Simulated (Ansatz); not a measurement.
A structure relaxed at PBE0-D4/def2-TZVP in Ansatz, charge 0, singlet:

```xyz
9

Ge   -0.577    0.230    0.293
N     0.793   -0.434    1.330
H     1.660    0.084    1.286
H     0.994   -1.416    1.202
N    -0.382    0.270   -1.539
H    -0.285   -0.633   -1.983
H     0.346    0.881   -1.882
H    -0.763    1.691    0.724
H    -1.785   -0.674    0.569
```

Give its formula, name or SMILES and point group.

Ge(NH2)2H2 (GeN₂H₆). Point group C2v (tolerance 0.1 Å).

Summarise the bond lengths by kind (pairs closer than 1.2 times the sum of covalent radii, bridged metal pairs left out).

2 × Ge–N 1.84 Å; 4 × H–N 1.01 Å; 2 × Ge–H 1.53 Å.
